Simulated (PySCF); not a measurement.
Input of a run (PBE0/cc-pVDZ geometry optimisation, gas phase (PySCF 2.14.0)), started from GFN2-xTB:
```
{"job": {"xc": "PBE0", "basis": "cc-pVDZ", "grid": 1, "kind": "geom"}, "charge": 0, "multiplicity": 1}
O     -2.421102    -0.098328     1.112911
P     -1.344412    -0.364197     0.162143
C     -0.529238     1.013359    -0.692983
C      0.792340     0.908050    -0.530928
C      1.214487    -0.227722     0.284314
Cl     2.883753    -0.460887     0.580389
C      0.236687    -1.013838     0.756927
H     -1.694098    -1.228521    -0.874122
H     -1.032376     1.778423    -1.257935
H      1.529336     1.583448    -0.935608
H      0.370047    -1.887117     1.368929
```

Output (energies in Eh, forces in Eh/bohr):
```
step   0  E = -1031.03639027  max force = 0.045726
step   1  E = -1031.04087367  max force = 0.003345
step   2  E = -1031.04095038  max force = 0.001228
step   3  E = -1031.04095128  max force = 0.000563
step   4  E = -1031.04095424  max force = 0.000245
optimisation converged
```

Problem. Summarise the run.

Solution. The energy falls by 2.9 kcal/mol over 5 energy and gradient evaluations, the largest force component goes from 0.0457 to 2.4e-04 Eh/bohr, and the atoms move by 0.043 Å rms after alignment. The bond that changes most is O1=P2 (phosphoryl oxygen to phosphoryl phosphorus), which lengthens by 0.047 Å. Bonds longer at the end by more than 0.005 Å: 10 of 11; shorter: 0. Among the angles that change most is C7–P2–H8, from 103.9° to 101.5°. The energy never rose by more than 1e-6 Eh on the way. The first step brought 98 % of the lowering.

Problem. What are the final bond lengths?

Solution. O1=P2 1.508 Å, P2–C3 1.824 Å, C3=C4 1.341 Å, C4–C5 1.480 Å, C5–Cl6 1.727 Å, C5=C7 1.342 Å, P2–C7 1.820 Å, P2–H8 1.436 Å, C3–H9 1.090 Å, C4–H10 1.092 Å, C7–H11 1.088 Å. Numbering counts from 1 in the input's order; the species is `C1[P@@H](C=C(Cl)C=1)=O`.

The run used 126 basis functions and 34 SCF cycles in all. Hardware: Arm Neoverse V1, one thread, shared host with 32 logical CPUs at a one-minute load of 23. Cost: 29 s, 0.57 GiB resident at most.

PBE0/cc-pVDZ frequencies: not computed here.
